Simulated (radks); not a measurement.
Be+, configuration [He] 2s1. All-electron calculation, scalar-relativistic Kohn-Sham, LDA (Slater exchange, Perdew-Wang correlation), spin-polarised, spherical densities, finite nucleus; open shells are filled with parallel spins first; Fermi nuclear charge, rms radius 2.519 fm. Program: a radial shooting solver on a logarithmic mesh with Libxc functionals.

Normalised radial functions P(r) = r R(r), r in bohr:

```
   r/bohr * 2s up, o 2s down (the largest magnitude, 0.693, reaches the edge; | marks zero, & curves that meet)
  0.03533                             |   &
   0.0392                             |   o*
  0.04315                             |    &
  0.04788                             |    &
  0.05312                             |     &
  0.05895                             |     &
  0.06541                             |      &
  0.07258                             |      &
  0.08053                             |       &
  0.08936                             |       &
  0.09836                             |        &
   0.1091                             |        &
   0.1211                             |         &
   0.1344                             |         &
   0.1491                             |         o*
   0.1654                             |          &
   0.1836                             |          &
   0.2037                             |          o*
   0.2242                             |          o*
   0.2488                             |          &
   0.2761                             |          &
   0.3063                             |         &
   0.3399                             |        o*
   0.3771                             |       o*
   0.4185                             |      &
   0.4643                             |    &
   0.5111                             |  &
   0.5672                             |&
   0.6293                           & |
   0.6983                         &   |
   0.7748                      &      |
   0.8597                  *o         |
    0.954               *o            |
    1.059            *o               |
    1.165         *o                  |
    1.293       *o                    |
    1.435     &                       |
    1.592   *o                        |
    1.766  *o                         |
     1.96  *o                         |
    2.175   *o                        |
    2.413    *o                       |
    2.656      &                      |
    2.947         &                   |
     3.27            &                |
    3.629              o *            |
    4.026                 o *         |
    4.468                    o*       |
    4.957                       o*    |
    5.501                         o*  |
    6.055                          o* |
    6.719                           o*|
    7.455                            &|
    8.272                            o*
```

2s up: eigenvalue -14.301 eV, 1 radial node at r = 0.593 bohr, <r> = 2.26 bohr, 90 % of the charge inside 3.50 bohr. 2s down (empty): eigenvalue -11.948 eV, 1 radial node at r = 0.591 bohr, <r> = 2.38 bohr, 90 % of the charge inside 3.73 bohr.
